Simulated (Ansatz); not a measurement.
Molecule: sum formula Si$_{2}$NH$_{3}$Cl$_{4}$, net charge 0, singlet state. 
Geometry from a B3LYP-D3(BJ)/def2-TZVP (Ansatz, a quantum-chemistry and plane-wave program) optimisation:
SMILES: Cl[SiH](Cl)N[SiH](Cl)Cl
```xyz
10

Cl     2.2985    -0.5977     1.9937
Si     1.4381     0.4799     0.4745
Cl     2.8539     0.6892    -0.9957
N      0.0522    -0.3204    -0.1267
Si    -1.5575     0.2524    -0.1849
Cl    -2.8071    -0.9760     0.8823
Cl    -2.2479     0.2868    -2.1167
H      1.0444     1.8008     0.9694
H      0.2041    -1.2525    -0.4953
H     -1.5993     1.6042     0.3770
```
Charge 0, spin multiplicity 1.

Basis-set convergence of Hartree-Fock and CCSD correlation energies (hartree) with Ansatz. Valence correlation only, unless marked. Spin-orbit coupling is left out. Non-relativistic.

| basis | functions | E(HF) | E(corr, CCSD) |
|---|---|---|---|
| aug-cc-pV(D+d)Z | 242 | -2472.39935 | -1.03999 |
| aug-cc-pV(T+d)Z | 445 | ___ | ___ |

Fill in the missing entries.


- aug-cc-pV(T+d)Z, E(HF): -2472.50278
- aug-cc-pV(T+d)Z, E(corr, CCSD): -1.29405
